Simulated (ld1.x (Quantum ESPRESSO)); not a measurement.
**Li: one change to a TM potential, before and after**

```json
{
  "Element": "Li",
  "Generator": "ld1.x (Quantum ESPRESSO) 7.5",
  "Type": "norm-conserving Troullier–Martins (Kleinman–Bylander form)",
  "Functional": "LDA (PZ)",
  "Relativity": "scalar-relativistic",
  "Frozen core": "[He]",
  "Valence charge": "1",
  "Reference configuration": "2s1 2p0",
  "Partial waves": "2s (bound): rc 2.45 bohr; 2p (bound, empty): rc 4.20 bohr",
  "Local potential": "all-electron potential smoothed inside 2.65 bohr (lloc = -1)",
  "Core correction": "a·sin(br)/r model core, default radius (core density twice the valence density)"
}
```

All-electron outer shells of the reference configuration (LDA (PZ), scalar-relativistic, ld1.x):

```json
{"shell": "1s", "level (eV)": "-51.10", "outermost node (bohr)": "–", "outermost maximum (bohr)": "0.36"}
{"shell": "2s", "level (eV)": "-2.88", "outermost node (bohr)": "0.84", "outermost maximum (bohr)": "3.12"}
{"shell": "2p", "level (eV)": "-1.13", "outermost node (bohr)": "–", "outermost maximum (bohr)": "3.91"}
```

Change: core correction a·sin(br)/r model core inside 2.52 bohr.

Cutoffs: the cutoffs (Ry, on a coarse ladder) from which the occupation-weighted sum of valence levels, in a spherical-Bessel basis at the reference potential, stays within 10 and 1 mRy of its value at 400 Ry; they do not see the model core or the augmentation charge, which bear on the density cutoff. Errors are all-electron minus pseudo energies relative to the spin-unpolarised reference configuration.

Problem. What does the change do?

Solution. Both files are so soft that the ladder of cutoffs tells neither apart; of the 4 tests that both files solve, the error grows in 3 and shrinks in 1 by more than 15 % and 0.3 meV (median size 1.1 → 8.0 meV); neither file shows a bound ghost. The default core radius of the base comes out at 1.51 bohr. A wider model core is smoother and lowers the density cutoff, which this test does not measure.

```tsv
quantity	base	changed
cutoff, loose	6 Ry	6 Ry
cutoff, tight	6 Ry	6 Ry
bound ghosts	none	none
error for 2s0.5 2p0, meV [ΔE 2.04 eV]	+1.0	+4.6
error for 2s0 2p1, meV [ΔE 1.75 eV]	-4.6	-1.7
error for 2s1 2p0 (spin-polarised), meV [ΔE -0.23 eV]	+1.1	+14
error for 2s0.5 2p0 (spin-polarised), meV [ΔE 1.95 eV]	+1.1	+11
s: phases at 4.57 bohr within 0.05 rad from the reference energy up to (Ry; the scan ends near 5)	0.7	0.7
p: phases at 4.57 bohr within 0.05 rad from the reference energy up to (Ry; the scan ends near 5)	0.7	0.7
```
